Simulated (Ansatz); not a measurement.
Z-matrix (Å, degrees):
```
C
S 1 1.543
Te 1 1.901 2 180.0
```

Total charge 0; spin multiplicity 1. Te: def2 effective core potential.

List the CAM-B3LYP/def2-TZVPP orbital energies in eV (the Gaussian-basis code of Ansatz). (Best estimate.)

The calculation gave: Occupied: -2420.91, -282.17, -218.94, -172.72, -163.47, -163.40, -163.40, -122.01, -121.81, -121.81, -45.75, -45.58, -45.58, -45.40, -45.40, -25.00, -20.67, -15.45, -12.46, -11.79, -11.79, -7.96, -7.96. Lowest empty: -1.32, -1.32, 0.92, 3.28, 4.07, 4.72, 4.86, 4.86.
